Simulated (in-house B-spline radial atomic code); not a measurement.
A fraction x of an electron is removed from 3p in K II (K+), starting from [Ne] 3s2 3p6 and keeping the highest spin. Method: scalar-relativistic (X2C) PW91, spin-polarised, spherical fractional occupations, Fermi nucleus of rms radius 3.4349 fm. Calculated with a B-spline radial code for spherical atoms.

```
   x  E(x) - E(0) (eV)  3p down level (eV)
   0            0.0000             -24.950
0.12            3.0888             -26.533
0.19            4.9786             -27.464
0.35            9.5445             -29.615
0.38           10.4391             -30.022
 0.5           14.1397             -31.658
0.51           14.4570             -31.795
0.69           20.4032             -34.280
0.84           25.7023             -36.377
0.93           29.0333             -37.646
   1           31.7032             -38.638
```

The exact functional would give a straight line between the two integer points. Deviations E(x) - E(0) - x[E(1) - E(0)], in eV: -0.716 at x = 0.12, -1.045 at x = 0.19, -1.552 at x = 0.35, -1.608 at x = 0.38, -1.712 at x = 0.5, -1.712 at x = 0.51, -1.472 at x = 0.69, -0.928 at x = 0.84, -0.451 at x = 0.93.

The curve lies below the straight line by up to 1.712 eV (at x = 0.5): convex, the delocalisation error that favours fractional charges.

(1) How well does Slater's transition state (minus the level at half occupation) give the ionisation energy?

Results:

(1) It gives 31.658 eV against 31.703 eV from the two total energies; NIST lists 31.62 eV, ground level to ground level.
